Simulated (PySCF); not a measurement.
Computed properties of difluoro(fluorosilyl)silane (F3H3Si2), SMILES F[SiH2][SiH](F)F

F3H3Si2, SMILES [SiH]([SiH2]F)(F)F. Geometry optimised at ωB97X-D3(BJ)/def2-SVP. The values are those of a single conformer. All values are computed for the isolated molecule unless a solvent is named; none is compared with measurement here.

**Structure.** All 18 harmonic modes at ωB97X-D3(BJ)/def2-SVP (PySCF) are real, so it is a minimum. With heavy atoms numbered as in [SiH2:1]([F:2])[SiH:3]([F:4])[F:5], the shortest bond between them is Si3–F5 at 1.621 Å and the longest Si1–Si3 at 2.331 Å.

**Vibrations.** The strongest infrared lines (harmonic, unscaled, degenerate partners summed) lie at 811 cm⁻¹ (291 km/mol, H 85 %), 966 cm⁻¹ (219 km/mol, Si 39 %, F 34 %, H 26 %), 852 cm⁻¹ (162 km/mol, F 44 %, H 37 %, Si 19 %). The softest mode is at 47 cm⁻¹ and the zero-point energy is 22.4 kcal/mol.

**Electronic structure.** HF/def2-TZVP (PySCF) places the frontier levels at -11.94 and 1.92 eV, a gap of 13.86 eV, and gives a dipole moment of 1.50 D and a mean polarisability of 43.9 bohr³. PBE/def2-TZVP (PySCF) at the same geometry gives -7.43 and -2.20 eV, so its gap is 8.63 eV narrower. An orbital gap is neither the optical nor the fundamental gap.

**Excitations.** TDDFT-PBE0/def2-SVPD (PySCF) has S1 at 6.14 eV (202 nm, f = 0.022, weak); the most intense of the 10 singlets computed lies at 8.76 eV (f = 0.35). T1 (TDA) is at 5.32 eV. TDDFT-PBE/def2-SVPD (PySCF) puts S1 at 5.62 eV. No vertical singlet excitation falls in the visible range (under 3.1 eV).

**NMR.** GIAO shifts at PBE0/pcSseg-1 (PySCF) (non-relativistic, atoms alike by connectivity averaged): ¹H from 5.6 to 5.8 ppm against TMS; ²⁹Si from -3.1 to 7.9 ppm against TMS; ¹⁹F from -270.5 to -164.9 ppm against CFCl3.

**Solvation.** SMD-ωB97X/def2-SVP (PySCF) gives 0.2 kcal/mol in water, -2.0 kcal/mol in dimethylsulfoxide, -3.3 kcal/mol in 2-propanol (1 M in both phases, gas-phase geometry); of these solvents 2-propanol holds the molecule best.
